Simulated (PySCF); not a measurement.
Cartesian coordinates (Å):
```xyz
15

Mo    -0.2347     0.0141     0.3400
Cl     0.9541    -0.4631     2.3537
Cl     1.6470    -0.7321    -1.0212
N      0.5069     1.7097    -0.3104
H      1.2253     1.7450    -1.0415
H      0.1576     2.6396    -0.0578
N     -0.7742    -1.9000     0.3286
H     -0.7881    -2.4842    -0.5124
H     -0.5262    -2.4731     1.1422
N     -1.6651     0.1488    -0.9810
H     -1.8100     0.9442    -1.6083
H     -2.4221    -0.5370    -1.0560
N     -1.3599     1.0036     1.6166
H     -2.2369     1.4733     1.3798
H     -1.0694     1.1862     2.5805
```
Charge 0, multiplicity 1.

Q: Predict the HOMO, LUMO, total energy, charge on the central atom (Mulliken), dipole moment and HOMO–LUMO gap from TPSSh-D3(BJ)/def2-TZVP // TPSS-D3(BJ)/def2-SVP (PySCF).

A: 
The HOMO comes out as -6.26 eV. The LUMO is -3.70 eV. The total energy comes out as -1212.7538 Ha, the charge on the central atom (Mulliken) comes out as 1.11 e and the dipole moment is 1.298 e·Å. The HOMO–LUMO gap comes out as 2.56 eV.
